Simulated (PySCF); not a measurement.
# Do core-level shifts follow atomic charges?

C5H12OSi2.
Cartesian coordinates in Å at the PBE0-D3(BJ)/def2-SVP level; atoms count from 1:
```xyz
20
C5H12OSi2 angstrom
C     -1.531   -0.583    0.811
C     -1.568    0.675   -0.037
C     -2.971    1.211   -0.238
O     -1.017    0.398   -1.320
Si     0.527    0.788   -1.774
C      1.771   -0.097   -0.742
C      2.589   -0.691   -0.049
Si     3.810   -1.588    0.986
H     -0.497   -0.940    0.934
H     -2.116   -1.380    0.326
H     -1.954   -0.395    1.809
H     -0.960    1.457    0.463
H     -2.952    2.120   -0.857
H     -3.590    0.459   -0.751
H     -3.441    1.454    0.727
H      0.678    0.369   -3.189
H      0.779    2.251   -1.610
H      4.233   -2.836    0.288
H      3.182   -1.935    2.294
H      4.999   -0.719    1.218
```

Binding energies: PySCF 2.14.0, delta-SCF UKS SCAN, pcX-2 on the ionised atom, pcseg-1 elsewhere, spin-free X2C. Charges: PBE0/pcSseg-1 ground-state density, for the ionised atom.

```
atom                 environment  C 1s (eV)  Mulliken (e)  IAO (e)  Hirshfeld (e)  ESP (e)
  C6               alkyne carbon     289.86        -0.274   -0.334         -0.140   -0.267
  C7               alkyne carbon     289.93        -0.301   -0.309         -0.139   -0.159
  C1               methyl carbon     290.47        -0.234   -0.419         -0.124   -0.589
  C2  sp3 carbon bound to oxygen     292.20        -0.056   +0.113         +0.057   +0.648
```

Q: Give the correlation coefficient and slope of binding energy on charge for each scheme.

A: Mulliken: r = 0.99, slope 9.8 eV per e; Hirshfeld: r = 0.98, slope 11.2 eV per e; IAO: r = 0.90, slope 4.1 eV per e; ESP: r = 0.83, slope 1.7 eV per e. On 4 points no scheme stands out.

Q: The point-charge model writes a binding energy as kq + V + constant, with V the potential of the other atoms' charges at the site. What does it give with the Mulliken charges?

A: V = Σ 14.40 eV Å × q/r over all other atoms: +1.24 eV at C6, +1.28 eV at C7, +2.96 eV at C1, -2.41 eV at C2. Fitting binding energy − V to q gives k = 26.7 eV per e and leaves an rms residual of 1.12 eV, against 0.12 eV for the fit on q alone. The model has no term for differences in relaxation between sites.

Spin contamination (⟨S²⟩ against 0.75 for a pure doublet) is marked for C 1s of C6 (0.86) and C 1s of C7 (0.86), which makes these values less certain. Isolated species at its PBE0-D3(BJ)/def2-SVP geometry (one conformer only).
